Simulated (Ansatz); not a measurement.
Relaxation of H₄W₂⁻ with UKS r2SCAN-D4/def2-TZVPD.

```sh
$ ansatz run in.yaml --threads 4 --pin off --events-out ev --progress --plain --max-ram 3916MiB
```

```yaml
crystal:
  periodic: [false, false, false]
  atoms:
    - {symbol: W, position_ang: [-0.071068, -1.259298, -0.069937]}
    - {symbol: W, position_ang: [0.488291, 0.858161, 0.291728]}
    - {symbol: H, position_ang: [-0.453144, 1.610370, 1.661221]}
    - {symbol: H, position_ang: [-0.140361, -1.247641, -1.821901]}
    - {symbol: H, position_ang: [-1.484430, -1.274565, 0.950755]}
    - {symbol: H, position_ang: [1.660703, 1.312973, -1.011877]}
basis:
  gaussian: {orbitals: def2-TZVPD}
total_charge: -1
magnetization: {spin_polarized: true, initial_magnetization: 3}
hamiltonian: {xc: r2scan, dispersion: d4}
scf: {lower_state_search: "off"}
output: {orbitals: {seedname: orbitals}}
relax: {f_tol: 0.02, max_steps: 100}
```

Run time 29 s (4 threads of Arm Neoverse V2 on a shared host).

Positions (Å) and forces (eV/Å) at steps 1, 2, 4, 6, 7, 9, 10 of 10:

```xyz
6
step=1 energy=-3715.4090 eV
W    -0.071   -1.259   -0.070   -0.236   -1.360   -0.156
W     0.488    0.858    0.292    0.269    1.369    0.206
H    -0.453    1.610    1.661    0.025   -0.074   -0.028
H    -0.140   -1.248   -1.822   -0.030    0.052   -0.009
H    -1.484   -1.275    0.951   -0.009    0.070   -0.031
H     1.661    1.313   -1.012   -0.019   -0.057    0.018
6
step=2 energy=-3715.4215 eV
W    -0.044   -1.304   -0.060    0.065    0.844    0.065
W     0.487    0.904    0.292   -0.242   -1.005   -0.196
H    -0.476    1.572    1.676    0.043    0.130    0.030
H    -0.147   -1.228   -1.811   -0.003   -0.042    0.131
H    -1.476   -1.226    0.934    0.093   -0.055   -0.072
H     1.656    1.282   -1.031    0.045    0.128    0.042
6
step=4 energy=-3715.4466 eV
W    -0.055   -1.301   -0.065    0.008   -0.018    0.000
W     0.472    0.877    0.280   -0.032    0.022   -0.029
H    -0.445    1.607    1.668    0.013   -0.005    0.012
H    -0.156   -1.249   -1.809   -0.003   -0.002    0.000
H    -1.479   -1.254    0.929    0.002    0.007    0.001
H     1.664    1.320   -1.002    0.012   -0.004    0.016
6
step=6 energy=-3715.4496 eV
W    -0.052   -1.280   -0.076    0.040   -0.016    0.035
W     0.388    0.927    0.208   -0.098   -0.063    0.021
H    -0.400    1.591    1.692   -0.023    0.028    0.059
H    -0.178   -1.312   -1.818    0.008    0.026   -0.046
H    -1.467   -1.259    0.931   -0.007    0.024    0.010
H     1.708    1.332   -0.938    0.081    0.001   -0.080
6
step=7 energy=-3715.4510 eV
W    -0.041   -1.279   -0.081    0.003    0.065    0.037
W     0.344    0.938    0.188    0.035   -0.038   -0.009
H    -0.389    1.593    1.712   -0.006   -0.009   -0.013
H    -0.174   -1.317   -1.824    0.001    0.005   -0.022
H    -1.452   -1.246    0.930    0.000   -0.009   -0.002
H     1.713    1.310   -0.925   -0.033   -0.014    0.010
6
step=9 energy=-3715.4513 eV
W    -0.043   -1.288   -0.074   -0.017   -0.030   -0.007
W     0.385    0.915    0.221    0.016    0.052   -0.011
H    -0.412    1.602    1.703    0.006   -0.006   -0.004
H    -0.163   -1.283   -1.820   -0.003   -0.007    0.008
H    -1.460   -1.248    0.929    0.003   -0.009   -0.003
H     1.694    1.302   -0.959   -0.006    0.000    0.016
6
step=10 energy=-3715.4517 eV
W    -0.043   -1.281   -0.079    0.008   -0.001    0.004
W     0.370    0.927    0.206   -0.004   -0.001    0.001
H    -0.408    1.603    1.701    0.000   -0.001    0.001
H    -0.174   -1.292   -1.824   -0.005   -0.001    0.001
H    -1.452   -1.258    0.936   -0.003    0.002   -0.004
H     1.708    1.301   -0.940    0.003    0.001   -0.003
```

In the def2 sets W takes a core potential; there is no spin–orbit coupling. The highest occupied level of the charge -1 quartet lies above zero (up to 0.53 eV). It is a level of α spin, whose loss leaves a triplet; that state wasn't run at this geometry and level. The electron is either unbound and held by the finite basis, or the level is raised by self-interaction error. The relaxation made no stability test and no search for a lower SCF solution. At r2SCAN-D4/def2-TZVPD a doublet of charge -1 lies 0.51 eV below the quartet, each at its own geometry. That doublet is doubtful there (⟨S²⟩ 1.59, where a pure state has 0.75). Another isomer (doublet) lies 0.15 eV lower at PBE-D4/def2-TZVPD.
